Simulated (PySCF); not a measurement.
O$_{2}$Si (SMILES O=[Si]=O), singlet, geometry from GFN2-xTB; PBE0/aug-cc-pVDZ (PySCF).

Input for PySCF:
```python
from pyscf import gto, scf, dft

mol = gto.Mole()
mol.atom = '''
    O    -0.000000   -0.000000   -1.491085
    Si    0.000000    0.000000    0.000000
    O     0.000000    0.000000    1.491085
'''
mol.basis = 'aug-cc-pvdz'
mol.charge = 0
mol.spin = 0
mol.verbose = 4
mol.build()

mf = dft.RKS(mol)
mf.xc = 'pbe0'
mf.kernel()
```

The log (banner, timings and long lists left out):

```
PySCF version 2.14.0

[INPUT] verbose = 4
[INPUT] num. atoms = 3
[INPUT] num. electrons = 30
[INPUT] charge = 0
[INPUT] spin (= nelec alpha-beta = 2S) = 0
[INPUT] symmetry False subgroup None
[INPUT] Mole.unit = angstrom
[INPUT] Symbol           X                Y                Z      unit          X                Y                Z       unit  Magmom
[INPUT]  1 O      0.000000000000   0.000000000000  -1.491085000000 AA    0.000000000000   0.000000000000  -2.817742278447 Bohr   0.0
[INPUT]  2 Si     0.000000000000   0.000000000000   0.000000000000 AA    0.000000000000   0.000000000000   0.000000000000 Bohr   0.0
[INPUT]  3 O      0.000000000000   0.000000000000   1.491085000000 AA    0.000000000000   0.000000000000   2.817742278447 Bohr   0.0

nuclear repulsion = 90.8528796115044
number of shells = 24
number of NR pGTOs = 120
number of NR cGTOs = 73
basis = aug-cc-pvdz
ecp = {}

******** <class 'pyscf.dft.rks.RKS'> ********
method = RKS
initial guess = minao
damping factor = 0
level_shift factor = 0
DIIS = <class 'pyscf.scf.diis.CDIIS'>
diis_start_cycle = 1
diis_space = 8
diis_damp = 0
SCF conv_tol = 1e-09
SCF conv_tol_grad = None
SCF max_cycles = 50
direct_scf = True
direct_scf_tol = 1e-13
XC library pyscf.dft.libxc version 7.1.2
    S. Lehtola, C. Steigemann, M. J. T. Oliveira, and M. A. L. Marques,  SoftwareX 7, 1–5 (2018)
XC functionals = pbe0
    C. Adamo and V. Barone,  J. Chem. Phys. 110, 6158 (1999)
    M. Ernzerhof and G. E. Scuseria,  J. Chem. Phys. 110, 5029 (1999)
radial grids:
    Treutler-Ahlrichs [JCP 102, 346 (1995); DOI:10.1063/1.469408] (M4) radial grids

becke partition: Becke, JCP 88, 2547 (1988); DOI:10.1063/1.454033
pruning grids: <function nwchem_prune>
grids dens level: 3
symmetrized grids: False
atomic radii adjust function: <function treutler_atomic_radii_adjust>
small_rho_cutoff = 0
Set gradient conv threshold to 3.16228e-05
Initial guess from minao.
tot grids = 47344
init E= -439.946761973246
  HOMO = -0.458181300110809  LUMO = -0.172174259933166  gap/eV = 7.78265
cycle= 1 E= -439.36557522544  delta_E= 0.581  |g|= 1.17  |ddm|= 2.32
  HOMO = -0.196657407477275  LUMO = -0.0735651868859293  gap/eV = 3.34951
cycle= 2 E= -438.218220721445  delta_E= 1.15  |g|= 2.54  |ddm|= 2.61
  HOMO = -0.370148378287437  LUMO = -0.120766408593797  gap/eV = 6.78603
cycle= 3 E= -439.661503352934  delta_E= -1.44  |g|= 0.0617  |ddm|= 1.85
  HOMO = -0.368442745298776  LUMO = -0.123535579569166  gap/eV = 6.66426
cycle= 4 E= -439.662732808751  delta_E= -0.00123  |g|= 0.0177  |ddm|= 0.136
  HOMO = -0.367414945069443  LUMO = -0.121240528920745  gap/eV = 6.69875
cycle= 5 E= -439.66280089622  delta_E= -6.81e-05  |g|= 0.00418  |ddm|= 0.0231
  HOMO = -0.368061306275352  LUMO = -0.121710191493063  gap/eV = 6.70356
cycle= 6 E= -439.662803900859  delta_E= -3e-06  |g|= 0.000938  |ddm|= 0.00303
  HOMO = -0.368138285338915  LUMO = -0.121741731222889  gap/eV = 6.70479
cycle= 7 E= -439.662804069372  delta_E= -1.69e-07  |g|= 0.000132  |ddm|= 0.000656
  HOMO = -0.368145392195478  LUMO = -0.121741516538661  gap/eV = 6.70499
cycle= 8 E= -439.662804072884  delta_E= -3.51e-09  |g|= 6.06e-06  |ddm|= 0.000125
  HOMO = -0.368145433677646  LUMO = -0.121741197626795  gap/eV = 6.70500
cycle= 9 E= -439.662804072892  delta_E= -8.64e-12  |g|= 1.88e-06  |ddm|= 1.04e-05
  HOMO = -0.368145074924261  LUMO = -0.121741213213198  gap/eV = 6.70499
Extra cycle  E= -439.662804072891  delta_E= 9.09e-13  |g|= 3.95e-06  |ddm|= 3.88e-06
converged SCF energy = -439.662804072891
```
